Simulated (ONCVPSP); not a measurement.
## Cd: variants of one ONCV potential

Base potential:

cadmium (Cd), optimised norm-conserving Vanderbilt (ONCV), made with ONCVPSP 4.0.1 (PBE, scalar-relativistic). Core [Ar] 3d10, reference 4s2 4p6 4d10 (charge +2). Waves: 4s: rc 1.50 bohr, ncon 5, nbas 8, qcut 10.4 1/bohr, 2 projectors, debl 2.8 Ha; 4p: rc 1.15 bohr, ncon 5, nbas 9, qcut 10.9 1/bohr, 3 projectors, debl 3.1 Ha; 4d: rc 1.15 bohr, ncon 4, nbas 9, qcut 9.3 1/bohr, 2 projectors, debl 0.3 Ha. Local part: polynomial inside 1.00 bohr (lpopt 5, dvloc0 0 Ha). Core correction: Teter function, fcfact 3.5, rcfact 1.1.

In the s channel the program set the typed energies aside and used -4.587, 0.050 Ha. In the p channel the program set the typed energies aside and used -3.157, 0.250, 3.350 Ha. In the d channel the program set the typed energies aside and used -1.119, 0.250 Ha.

Cutoffs, loose and tight: the cutoffs (Ha) at which the residual kinetic energy of the hardest occupied pseudo-wave falls to 1 and 0.1 mHa per electron. They do not see the model core or the augmentation charge, which bear on the density cutoff. Test errors are all-electron minus pseudo excitation energies from the reference, over the configurations 4s2 4p6 4d10 5s2; 4s2 4p6 4d10 5s1; 4s2 4p6 4d9; 4s2 4p6 4d9 5s2. A dash means not determined; rows that change the core or the reference have their own tests.

1 further variants are left out, since the program set their typed debl aside.

```csv
change,outcome,"cutoff, loose","cutoff, tight",bound ghosts,GHOST(+) flags above zero,largest test error (meV)
base,"generated, projector energies reset by the program",50 Ha,60 Ha,none,s,+4.1
"core correction Teter function, fcfact 7, rcfact 1.1","generated, projector energies reset by the program",50 Ha,60 Ha,none,s,+4.1
"core correction Teter function, fcfact 2.25, rcfact 1.1","generated, projector energies reset by the program",50 Ha,60 Ha,none,s,+4.1
"local potential polynomial inside 1.00 bohr (lpopt 5, dvloc0 2 Ha)","generated, projector energies reset by the program",50 Ha,60 Ha,none,s,+4.1
s: rc 1.56,"generated, projector energies reset by the program",50 Ha,60 Ha,none,s,+4.2
```

(1) What comes out with this change to the base: p: qcut 10?

(2) What comes out with this change to the base: p: rc 1.68?

(3) What comes out with this change to the base: all radii but the core radius scaled by about 0.97 (s 1.44, p 1.12, d 1.12 bohr); local potential polynomial inside 0.96 bohr (lpopt 5, dvloc0 0 Ha)?

Results:

(1) outcome: generated, projector energies reset by the program; cutoff, loose: 46 Ha; cutoff, tight: 127 Ha; bound ghosts: none; GHOST(+) flags above zero: s; largest test error (meV): +4.1.

(2) outcome: generated, projector energies reset by the program; cutoff, loose: 38 Ha; cutoff, tight: 44 Ha; bound ghosts: none; GHOST(+) flags above zero: s; largest test error (meV): +4.2.

(3) outcome: generated, projector energies reset by the program; cutoff, loose: 51 Ha; cutoff, tight: 69 Ha; bound ghosts: none; GHOST(+) flags above zero: s; largest test error (meV): +4.1.
